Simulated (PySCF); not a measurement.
Removal energies of Re³⁹⁺ from EOM-IP-GCCSD

Reference: closed-shell Re³⁹⁺, [Kr]; one electron is removed. Calculated with PySCF 2.14, two-component X2C-1e with screened spin-orbit coupling, an uncontracted even-tempered set (19 s from 1.9 bohr⁻², ratio 2.6; 15 p from 2.5 bohr⁻², ratio 2.6; 11 d from 2.5 bohr⁻², ratio 2.6; 5 f from 2.6 bohr⁻², ratio 2.8); frozen [Ar] 3d10; the 110 highest virtual spinors dropped; of the others 74 kept and the rest restored at second order. No Breit or QED terms. Binding energies in eV.

```tsv
level	Koopmans	second order	EOM-CCSD
4p1/2	2013.5	2013.7	2013.7
4p3/2	1911.4	1912.2	1912.3
```

For comparison, the ionisation energy of Re³⁹⁺ is 1912 ± 4 eV (theoretical estimate listed by NIST; NIST Atomic Spectra Database, ionization energies).
